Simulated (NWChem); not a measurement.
System: CH$_{6}$ClNSi; SMILES CN[SiH2]Cl

The following NWChem deck was run.

```
start job
memory heap 200 mb stack 900 mb global 1100 mb
geometry units angstroms noautosym nocenter noautoz
  Si    -0.680604     0.116693    -0.158995
  Cl     0.427499     1.357271     1.106449
  N      0.112775    -1.326647    -0.628475
  C      0.357403    -2.460489     0.234338
  H     -1.906962    -0.239668     0.603606
  H     -0.955081     0.903058    -1.390080
  H      0.746050    -1.268162    -1.419318
  H      1.323793    -2.410811     0.769389
  H     -0.433965    -2.525163     0.997504
  H      0.332670    -3.405173    -0.333554
end
basis spherical
  Si library def2-svp
  Cl library def2-svp
  N library def2-svp
  C library def2-svp
  H library def2-svp
end
dft
  xc xpbe96 cpbe96
  iterations 150
end
cosmo
  do_cosmo_smd true
  solvent water
end
task dft energy
```

Excerpt of the output:

```
             Northwest Computational Chemistry Package (NWChem) 7.3.0
             --------------------------------------------------------

                             Geometry "geometry" -> ""
                             -------------------------

 Output coordinates in angstroms (scale by  1.889725989 to convert to a.u.)

  No.       Tag          Charge          X              Y              Z
 ---- ---------------- ---------- -------------- -------------- --------------
    1 Si                  14.0000    -0.68060400     0.11669300    -0.15899500
    2 Cl                  17.0000     0.42749900     1.35727100     1.10644900
    3 N                    7.0000     0.11277500    -1.32664700    -0.62847500
    4 C                    6.0000     0.35740300    -2.46048900     0.23433800
    5 H                    1.0000    -1.90696200    -0.23966800     0.60360600
    6 H                    1.0000    -0.95508100     0.90305800    -1.39008000
    7 H                    1.0000     0.74605000    -1.26816200    -1.41931800
    8 H                    1.0000     1.32379300    -2.41081100     0.76938900
    9 H                    1.0000    -0.43396500    -2.52516300     0.99750400
   10 H                    1.0000     0.33267000    -3.40517300    -0.33355400

 Effective nuclear repulsion energy (a.u.)     216.7198506216

  pbe96 is a nonlocal functional; adding pw91lda local functional.

                                 NWChem DFT Module
                                 -----------------

 Summary of "ao basis" -> "ao basis" (spherical)
 ------------------------------------------------------------------------------
       Tag                 Description            Shells   Functions and Types
 ---------------- ------------------------------  ------  ---------------------
 Si                         def2-svp                 8       18   4s3p1d
 Cl                         def2-svp                 8       18   4s3p1d
 N                          def2-svp                 6       14   3s2p1d
 C                          def2-svp                 6       14   3s2p1d
 H                          def2-svp                 3        5   2s1p

 in cosmo_initialize ...
 calling solv_data for solv:h2o

 solvent parameters
 solvname_short: h2o
 solvname_long:  water
 dielec:       78.4000
 dielecinf:     1.7769
 aqueous SMD model solvent descriptors
 dielec:       78.4000
 sola:          0.8200

          ---------------
          -cosmo- solvent
          ---------------
 Cosmo: York-Karplus, doi: 10.1021/jp992097l
 dielectric constant -eps-     =  78.40
 screen = (eps-1)/(eps    )    =   0.98724
 surface charge correction     = lagrangian

   van der Waals surface
 --------------------------

[...]

                                COSMO-SMD solvation results
                                ---------------------------

             internal energy in gas <Psi(g)|H|Psi(g)> =      -845.445587319182
         internal energy in solvent <Psi(s)|H|Psi(s)> =      -845.444894307368
                               delta internal energy  =         0.000693011815 (    0.43 kcal/mol)
   total free energy in solvent <Psi(s)|H+V/2|Psi(s)> =      -845.450907044560
 polarization energy contribution <Psi(s)|V/2|Psi(s)> =        -0.006012737193 (   -3.77 kcal/mol)
    total free energy in solvent including G(SMD-CDS) =      -845.446179618138
                       G(SMD-CDS) energy contribution =         0.004727426422 (    2.97 kcal/mol)
     1 M fixed-concentration free energy of solvation =        -0.000592298956 (   -0.37 kcal/mol)

                       DFT Final Molecular Orbital Analysis
                       ------------------------------------

 Vector   23  Occ=2.000000D+00  E=-2.746111D-01
              MO Center=  2.5D-01,  9.6D-01,  8.3D-01, r^2= 2.6D+00
   Bfn.  Coefficient  Atom+Function         Bfn.  Coefficient  Atom+Function
  ----- ------------  ---------------      ----- ------------  ---------------
    29      0.479759   2 Cl px               26      0.351849   2 Cl px
    30     -0.343144   2 Cl py               27     -0.249328   2 Cl py
    23      0.206168   2 Cl px               24     -0.146554   2 Cl py
    39     -0.133181   3 N  s                40     -0.110469   3 N  px
    41      0.102170   3 N  py               70      0.100825   6 H  s

 Vector   24  Occ=2.000000D+00  E=-2.630194D-01
              MO Center= -7.1D-02,  1.0D+00,  6.8D-01, r^2= 2.8D+00
   Bfn.  Coefficient  Atom+Function         Bfn.  Coefficient  Atom+Function
  ----- ------------  ---------------      ----- ------------  ---------------
    31      0.449110   2 Cl pz               28      0.325525   2 Cl pz
    30     -0.261812   2 Cl py               29     -0.229347   2 Cl px
    65     -0.202205   5 H  s                70      0.197949   6 H  s
    25      0.190554   2 Cl pz               27     -0.189251   2 Cl py
    71      0.173969   6 H  s                66     -0.171004   5 H  s

 Vector   25  Occ=2.000000D+00  E=-2.040593D-01
              MO Center=  1.5D-01, -1.3D+00, -3.4D-01, r^2= 2.4D+00
   Bfn.  Coefficient  Atom+Function         Bfn.  Coefficient  Atom+Function
  ----- ------------  ---------------      ----- ------------  ---------------
    40      0.392850   3 N  px               43     -0.313201   3 N  px
    42      0.256079   3 N  pz               45     -0.220118   3 N  pz
    41      0.214120   3 N  py               80      0.201244   8 H  s
    44     -0.180094   3 N  py               30     -0.175071   2 Cl py
    81      0.147858   8 H  s                90     -0.146975  10 H  s

 Vector   26  Occ=0.000000D+00  E= 1.553229D-02
              MO Center= -2.9D-01, -3.3D-01, -1.4D-01, r^2= 4.9D+00
   Bfn.  Coefficient  Atom+Function         Bfn.  Coefficient  Atom+Function
  ----- ------------  ---------------      ----- ------------  ---------------
    39      0.923597   3 N  s                11     -0.767124   1 Si px
    12      0.718129   1 Si py               53      0.667773   4 C  s
    71     -0.546465   6 H  s                76     -0.443409   7 H  s
    86     -0.398735   9 H  s                81     -0.300071   8 H  s
    66     -0.288901   5 H  s                91     -0.250020  10 H  s

 Vector   27  Occ=0.000000D+00  E= 1.864982D-02
              MO Center= -6.2D-01,  2.7D-01,  2.5D-02, r^2= 3.6D+00
   Bfn.  Coefficient  Atom+Function         Bfn.  Coefficient  Atom+Function
  ----- ------------  ---------------      ----- ------------  ---------------
    12      0.697543   1 Si py               13      0.646310   1 Si pz
    22     -0.537811   2 Cl s                 3      0.489452   1 Si s
    29      0.366289   2 Cl px               31      0.356168   2 Cl pz
    11      0.346209   1 Si px               30      0.324014   2 Cl py
     4      0.294957   1 Si s                21     -0.231750   2 Cl s

 Vector   28  Occ=0.000000D+00  E= 4.857450D-02
              MO Center= -3.1D-01, -4.9D-01, -2.7D-01, r^2= 5.8D+00
   Bfn.  Coefficient  Atom+Function         Bfn.  Coefficient  Atom+Function
  ----- ------------  ---------------      ----- ------------  ---------------
    66     -1.051433   5 H  s                53     -1.035598   4 C  s
    13      1.012234   1 Si pz               71      0.822232   6 H  s
    11     -0.806408   1 Si px               91      0.749648  10 H  s
    12     -0.327434   1 Si py               76      0.306118   7 H  s
    39      0.293414   3 N  s                81      0.279881   8 H  s

     Multipole analysis of the density
     ---------------------------------

     L   x y z        total         alpha         beta         nuclear
     -   - - -        -----         -----         ----         -------
     0   0 0 0     -0.000000    -25.000000    -25.000000     50.000000

     1   1 0 0      0.156632      0.286776      0.286776     -0.416921
     1   0 1 0     -0.935837      7.363175      7.363175    -15.662187
     1   0 0 1     -0.570978    -12.396698    -12.396698     24.222419

     2   2 0 0    -29.287751    -46.076550    -46.076550     62.865348
     2   1 1 0     -1.683293      2.999952      2.999952     -7.683197
     2   1 0 1     -1.432129    -17.062309    -17.062309     32.692489
     2   0 2 0    -28.574057   -204.297311   -204.297311    380.020566
     2   0 1 1     -0.873763    -44.733950    -44.733950     88.594136
     2   0 0 2    -29.351038    -68.722722    -68.722722    108.094406
```

Level: PBE/def2-SVP, SMD on the gas-phase geometry. Geometry: optimised at PBE0/def2-SVP. Solvent: water.
